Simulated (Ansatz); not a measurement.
Gas-phase electronic energies from Ansatz, PBE0-D4/def2-TZVP geometries. CBS: MP2 limit from def2 TZ/QZ plus the TZ coupled-cluster correction, frozen cores. Each species was taken in one conformer, which may not be the lowest.

Consider the redistribution: `[CH3][AlH][SiH2][AlH2]` + `C[SiH2]C` → `[CH3][AlH][SiH3]` + `C[SiH](C)[AlH2]`.

`[CH3][AlH][SiH2][AlH2]`:

Cartesian coordinates in Å:
```
C 1.663 1.807 0.180
Al 0.292 0.766 1.102
Si -0.295 -1.494 0.367
Al -1.992 -1.429 -1.383
H 2.161 1.257 -0.621
H 2.428 2.145 0.887
H 1.223 2.713 -0.253
H -0.517 1.427 2.305
H -0.786 -2.309 1.520
H 0.927 -2.162 -0.177
H -1.565 -1.190 -2.896
H -3.539 -1.530 -1.030
```

`C[SiH2]C`:

Z-matrix (Å, degrees):
```
C
Si 1 1.872
H 1 1.093 2 110.9
H 1 1.092 2 111.0 3 120.0
H 1 1.093 2 110.9 3 -120.0
C 2 1.872 1 111.5 3 60.0
H 2 1.491 1 109.5 3 -178.7
H 2 1.491 1 109.5 3 -61.3
H 6 1.092 2 111.0 1 -180.0
H 6 1.093 2 110.9 1 -60.0
H 6 1.093 2 110.9 1 60.0
```

`[CH3][AlH][SiH3]`:

```xyz
10

C     0.126   -1.472   -1.206
Al   -0.532    0.279   -0.647
Si    0.171    1.256    1.500
H     0.623   -1.401   -2.180
H     0.826   -1.924   -0.501
H    -0.712   -2.165   -1.341
H    -1.538    1.065   -1.600
H     1.657    1.397    1.560
H    -0.211    0.366    2.636
H    -0.411    2.600    1.778
```

`C[SiH](C)[AlH2]`:

Cartesian coordinates in Å:
```
C -0.425 1.256 -1.228
Si -0.175 -0.348 -0.271
C 1.665 -0.699 -0.071
Al -1.394 -0.385 1.868
H -1.486 1.457 -1.391
H -0.005 2.107 -0.685
H 0.065 1.204 -2.203
H -0.757 -1.458 -1.096
H 2.156 -0.752 -1.046
H 2.155 0.087 0.510
H 1.832 -1.647 0.444
H -0.895 -1.275 3.094
H -2.735 0.452 2.075
```

```json
{"level": "HF/def2-TZVPP", "ΔE (kJ/mol)": "27.1"}
{"level": "MP2/def2-QZVPP", "ΔE (kJ/mol)": "32.4"}
```

Question: What does CCSD(T)/CBS give? (An estimate is asked.)

Answer: Ansatz gave: +31.1 kJ/mol. The listed levels differ from it by -4.0, 1.3 kJ/mol.

Largest T1 diagnostic among the species: 0.013.

In def2-TZVPP, CCSD(T) changes the Hartree–Fock value by +3.6 kJ/mol (the triples alone add +1.1 kJ/mol) and MP2 by +5.0 kJ/mol.
